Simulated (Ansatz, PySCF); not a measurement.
Reaction R1 + 2 R2 + 3 R3 → 5 P1 + P2, each structure at its B3LYP-D3(BJ)/def2-SVP stationary point, reached from a drawn start (curvature not checked).
P1, H2 (SMILES [H][H]) (charge 0, multiplicity 1):
```xyz
2

H      0.00000     0.00000     0.38043
H      0.00000     0.00000    -0.38043
```
R1: HCl (SMILES Cl), charge 0, multiplicity 1.
R2: NH3 (SMILES N), charge 0, multiplicity 1.
R3, SiH4 (SMILES [SiH4]) (charge 0, multiplicity 1):
| atom | x (Å) | y (Å) | z (Å) |
|---|---|---|---|
| Si | 0.0000 | 0.0000 | 0.0000 |
| H | 0.8605 | 0.8605 | 0.8605 |
| H | -0.8605 | -0.8605 | 0.8605 |
| H | -0.8605 | 0.8605 | -0.8605 |
| H | 0.8605 | -0.8605 | -0.8605 |
P2: ClH9N2Si3 (SMILES [SiH3]N[SiH](Cl)N[SiH3]), charge 0, multiplicity 1.

P less R. No zero-point or thermal terms. One arrangement of each flexible species, with no search for the lowest.

Frozen-core correlation throughout.

Programs: Ansatz (Gaussian basis) for Hartree–Fock, density functionals and correlated methods; PySCF for the D3/D4 terms. No computed number here is a measurement.

Total energies in hartree:

```
structure  PBE/def2-TZVPP  B3LYP-D3(BJ)/def2-TZVPP  CCSD(T)/cc-pV(T+d)Z
---------  --------------  -----------------------  -------------------
P1              -1.166089                -1.179940            -1.172125
R1            -460.627433              -460.836790          -460.339697
R2             -56.510747               -56.589539           -56.473040
R3            -291.721820              -291.920191          -291.439958
P2           -1443.053422             -1443.961070         -1441.829162
```

Work out the reaction energy at each level in kcal/mol (1 hartree = 627.50947 kcal/mol), and say how far PBE/def2-TZVPP lies from CCSD(T)/cc-pV(T+d)Z.


- PBE/def2-TZVPP: 5 × (-1.166089) + (-1443.053422) − (-460.627433) − 2 × (-56.510747) − 3 × (-291.721820) = -0.069480 hartree = -43.60 kcal/mol
- B3LYP-D3(BJ)/def2-TZVPP: 5 × (-1.179940) + (-1443.961070) − (-460.836790) − 2 × (-56.589539) − 3 × (-291.920191) = -0.084329 hartree = -52.92 kcal/mol
- CCSD(T)/cc-pV(T+d)Z: 5 × (-1.172125) + (-1441.829162) − (-460.339697) − 2 × (-56.473040) − 3 × (-291.439958) = -0.084136 hartree = -52.80 kcal/mol
PBE/def2-TZVPP less CCSD(T)/cc-pV(T+d)Z: 9.20 kcal/mol. CCSD(T)/cc-pV(T+d)Z is the level counted from, the highest shown, and no exact or measured value.

Ansatz is a program for electronic structure.
